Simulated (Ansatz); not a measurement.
Program: Ansatz. Geometries: PBE0-D4/def2-TZVP. ΔE: electronic, gas phase. CCSD(T)/CBS adds triple-zeta CCSD(T) − MP2 to the extrapolated MP2 energy (def2 sets, frozen cores). Functionals use def2-TZVPP. One conformer a species, not always the lowest.

Reaction (cleavage of the Si–B bond): `C[SiH]1[SiH2]B1[SiH3]` + `C[SiH](N)O` → `C[SiH](N)O[SiH3]` + `C[SiH]1B[SiH2]1`

| level | ΔE (eV) |
| --- | --- |
| r2SCAN-D4 | -0.85 |
| SCS-MP2/def2-QZVPP | -0.94 |

(1) What does CCSD(T)/CBS give? (Estimate.)

Largest T1 diagnostic among the species: 0.013.

Results:

(1) Computed: -0.88 eV. The listed levels differ from it by 0.03, -0.06 eV.

From PBE to PBE0 (25 % exact exchange), in def2-TZVPP and without D4, ΔE moves by −0.06 eV. In def2-TZVPP, CCSD(T) changes the Hartree–Fock value by +0.31 eV (the triples alone add +0.05 eV) and MP2 by +0.33 eV.
